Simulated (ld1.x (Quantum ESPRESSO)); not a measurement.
# Re: variants of one TM potential

Base potential:

```json
{
 "Element": "rhenium",
 "Generator": "ld1.x (Quantum ESPRESSO) 7.5",
 "Type": "norm-conserving Troullier–Martins (Kleinman–Bylander form)",
 "Functional": "PBEsol",
 "Relativity": "fully relativistic",
 "Frozen core": "[Kr] 4d10 4f14",
 "Valence charge": "15",
 "Reference configuration": "5s2 5p6 5d5 6s1 6p0 (charge +1)",
 "Partial waves": "5p (bound): rc 1.55 bohr; 5d (bound): rc 1.80 bohr; 5s (bound): rc 1.40 bohr",
 "Local potential": "the s channel",
 "Core correction": "none"
}
```

Open shells are filled in proportion to 2j + 1 (rel_dist='average').

Occupied shells without a wave of their own: 6s. They enter only through the test configuration that unscreens the potential.

All-electron outer shells of the reference configuration (PBEsol, scalar-relativistic, ld1.x):

```
shell  level (eV)  outermost node (bohr)  outermost maximum (bohr)
   5s      -93.08                   0.52                      0.93
   5p      -54.85                   0.56                      1.06
   4f      -50.12                      –                      0.41
   5d      -12.99                   0.62                      1.41
   6s      -12.73                   1.24                      2.48
   6p       -6.93                   1.47                      3.22
```

Cutoffs, loose and tight: the cutoffs (Ry, on a coarse ladder) from which the occupation-weighted sum of valence levels, in a spherical-Bessel basis at the reference potential, stays within 10 and 1 mRy of its value at 400 Ry. They do not see the model core or the augmentation charge, which bear on the density cutoff. Test errors are all-electron minus pseudo excitation energies from the reference, over the configurations 5s2 5p6 5d5 6s2 6p0; 5s2 5p6 5d5 6s0 6p0; 5s2 5p6 5d4 6s0 6p0; 5s2 5p6 5d5.5 6s1.5 6p0; 5s2 5p6 5d5 6s0 6p1; 5s2 5p6 5d4 6s2 6p0; 5s2 5p6 5d3 6s0 6p0. A dash means not determined; rows that change the core or the reference have their own tests. The largest error is taken over the tests solved by every variant that gives reliable tests at all: 5s2 5p6 5d3 6s0 6p0; 5s2 5p6 5d4 6s0 6p0; 5s2 5p6 5d5 6s0 6p0; 5s2 5p6 5d5 6s2 6p0.

Cutoffs are not given where the Bessel-basis levels miss the radial ones by over 6 mRy, ghosts where they miss by over 20 mRy; a channel whose overlap is not positive is not tested.

```tsv
change	outcome	bound ghosts	largest test error (meV)
base	generated, misses its reference levels by 0.72 eV	not determined	-1496
wave 5s (bound): rc 1.40 bohr becomes 5s (bound): rc 0.90 bohr	generated, misses its reference levels by 0.18 eV	not determined	-387
wave 5s (bound): rc 1.40 bohr becomes 5s (bound): rc 1.24 bohr	generated, misses its reference levels by 0.26 eV	not determined	-550
wave 5s (bound): rc 1.40 bohr becomes 5s (bound): rc 1.42 bohr	generated, misses its reference levels by 0.88 eV	not determined	-1814
wave 5s (bound): rc 1.40 bohr becomes 5s (bound): rc 1.62 bohr	generated, misses its reference levels by 2.15 eV	none	-4309
wave 5s (bound): rc 1.40 bohr becomes 5s (bound): rc 1.72 bohr	generated, misses its reference levels by 2.93 eV	none	-5740
wave 5s (bound): rc 1.40 bohr becomes 5s (bound): rc 1.90 bohr	generated, misses its reference levels by 4.96 eV	none	-18934
wave 5s (bound): rc 1.40 bohr becomes 5s (bound): rc 2.06 bohr	generated, misses its reference levels by 6.67 eV	not determined	+7780
```

Q: What comes out with this change to the base: wave 5s (bound): rc 1.40 bohr becomes 5s (bound): rc 1.12 bohr?

A: outcome: generated; bound ghosts: not determined; largest test error (meV): -281.
